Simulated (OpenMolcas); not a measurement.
## 3d ions of charge +0 along the row

* Program: OpenMolcas
* Method: SS-CASPT2, IPEA 0.25 Eh, imaginary shift 0.1 Eh
* Basis: ANO-R3
* Scalar Hamiltonian: X2C, finite nucleus
* Spin-orbit coupling: state interaction with AMFI integrals over the reference wave functions, term energies averaged over their components

Active space: the 3d shell under a closed s shell; CASPT2 also correlates the outermost closed s and p core shells.

B and C come from two terms' centres of gravity (d2, d8: 3P = 15B, 1G = 12B + 2C; d3, d7: 4P = 15B, 2G = 4B + 3C; d4, d6: 3G = 9B + 4C, 3H = 4B + 4C; d5: 4D = 17B + 5C, 4G = 10B + 5C, above the ground term), where all their levels are at least 80 % pure. ζ = ±2S·A comes from the whole width of the ground multiplet by E(J) = (A/2) J(J+1), where its levels are at least 85 % pure. Energies in cm-1.

```json
{"Ion": "Ti", "Configuration": "3d² 4s²", "Lowest level": "³F₂", "Weight (%)": "100", "B": "651", "B measured": "555", "C": "2161", "C measured": "2618", "ζ": "119", "ζ measured": "111"}
{"Ion": "V", "Configuration": "3d³ 4s²", "Lowest level": "⁴F_3/2", "Weight (%)": "100", "B": "732", "B measured": "", "C": "2297", "C measured": "", "ζ": "173", "ζ measured": "158"}
{"Ion": "Mn", "Configuration": "3d⁵ 4s²", "Lowest level": "⁶S_5/2", "Weight (%)": "100", "B": "747", "B measured": "", "C": "3621", "C measured": "", "ζ": "", "ζ measured": ""}
{"Ion": "Fe", "Configuration": "3d⁶ 4s²", "Lowest level": "⁵D₄", "Weight (%)": "100", "B": "887", "B measured": "893", "C": "3730", "C measured": "3901", "ζ": "405", "ζ measured": "391"}
{"Ion": "Co", "Configuration": "3d⁷ 4s²", "Lowest level": "⁴F_9/2", "Weight (%)": "100", "B": "950", "B measured": "", "C": "3728", "C measured": "", "ζ": "522", "ζ measured": "517"}
{"Ion": "Ni", "Configuration": "3d⁸ 4s²", "Lowest level": "³F₄", "Weight (%)": "100", "B": "999", "B measured": "", "C": "4329", "C measured": "", "ζ": "634", "ζ measured": ""}
```

Measured columns use the levels in NIST Handbook of Basic Atomic Spectroscopic Data (Ti, V, Fe, Co).

The computed B goes from 651 (Ti) to 999 cm-1 (Ni), a factor of 1.53, rising at every step. It departs from the measured column by -1 to +17 %. The Trees term is left out, which lowers the B read from the levels of every ion, most for d4 to d6. The pair of terms that fixes B changes along the row, so steps between ions also reflect that choice.

The computed ζ goes from 119 (Ti) to 634 cm-1 (Ni), a factor of 5.33, rising at every step. It departs from the measured column by +1 to +9 %.

CASPT2 breaks the degeneracy within a term, and the mean is taken; among the low terms the widest spread is 1100 cm-1 (3d⁸ 4s² ¹G, Ni). With the s shell closed, the reference lacks s² → p², s² → d² and s → d mixing, so excited terms can stand far too high and out of order, with CASPT2 too. The CASPT2 spread within a term exceeds the gap to the next term for 3d³ 4s² ²P and 3d³ 4s² ²H, so the order of their levels is uncertain (figures for V; the like holds for Fe, Co). Some terms miss by over 15 % even with CASPT2, which points to a basis or an active space too small for the shells correlated (holds for Ti; V). Some high roots are left out of the spin-orbit mixing, which shifts the levels that they would mix with (holds for Mn; Fe; Co; Ni). Computed and measured levels are paired by configuration, term and J; levels that our copy of the source lacks, or whose pairing is in doubt (as where it misses far off the trend of its configuration), stay unpaired and out of the deviations. Only configurations of the active space appear.
